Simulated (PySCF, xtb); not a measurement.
In(I)3 anion (I3In), SMILES [I][In]([I])[I] (connectivity only; charge and spin as stated), charge -1, multiplicity 2.

Harmonic wavenumbers (cm⁻¹) from GFN2-xTB (xtb) at its own minimum, in rising order: 35, 36, 40, 133, 158, 158.

Question: What does PBE-D3(BJ)/def2-SVPD run with PySCF give at its own minimum? (An estimate is asked for; the answer gives what the named calculation found.)

Answer: 31, 31, 39, 117, 149, 149. Paired by order, the mean absolute difference is 7 cm⁻¹ and the zero-point energies are 0.8 and 0.7 kcal/mol.
